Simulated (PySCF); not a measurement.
C5H9Cl3Si, SMILES CC(C)/C=C\[Si](Cl)(Cl)Cl, singlet, GFN2-xTB optimised geometry.

```
18

C      1.40    -0.61     0.00
C     -0.13    -0.61     0.00
C     -0.67    -1.34    -1.23
C     -0.64     0.80     0.00
C     -1.50     1.32     0.86
Si    -2.33     0.46     2.32
Cl    -0.98    -0.17     3.69
Cl    -3.56     1.80     3.21
Cl    -3.43    -1.13     1.72
H      1.78    -0.11    -0.89
H      1.77    -1.63     0.01
H      1.78    -0.09     0.88
H     -0.49    -1.13     0.90
H     -0.31    -2.36    -1.25
H     -1.76    -1.36    -1.21
H     -0.35    -0.84    -2.14
H     -0.25     1.41    -0.80
H     -1.78     2.36     0.72
```

Density from CAM-B3LYP/def2-SVP (PySCF) at that geometry.

Minimum of the electron density along straight lines between bonded atoms, close to the bond critical point (lines longer than 1.1 times the sum of covalent radii, or with two minima, are not listed):

```csv
bond,length / Å,ρ at the minimum / e bohr⁻³,∇²ρ there / e bohr⁻⁵,position (fraction from the first atom)
C1–C2,1.529,0.244,-0.56,0.50
C2–C3,1.531,0.243,-0.56,0.50
C2–C4,1.494,0.264,-0.65,0.48
C4–C5,1.330,___,___,0.51
C5–Si6,1.882,___,0.31,0.62
Si6–Cl7,2.028,0.098,0.30,0.37
Si6–Cl8,2.026,0.099,0.31,0.37
Si6–Cl9,2.028,0.098,0.30,0.37
C1–H10,1.088,0.276,-1.02,0.63
C1–H11,1.087,0.277,-1.03,0.63
C1–H12,1.088,0.278,-1.03,0.63
C2–H13,1.093,0.279,-1.02,0.62
C3–H14,1.087,0.277,-1.03,0.63
C3–H15,1.087,0.278,-1.04,0.63
C3–H16,1.088,0.276,-1.02,0.63
C4–H17,1.084,0.283,-1.09,0.64
C5–H18,1.083,0.278,-1.04,0.64
```

**Question.** Some entries are withheld; supply them.

**Answer.** 
- C4–C5, ρ at the minimum / e bohr⁻³: 0.341
- C4–C5, ∇²ρ there / e bohr⁻⁵: -0.91
- C5–Si6, ρ at the minimum / e bohr⁻³: 0.120
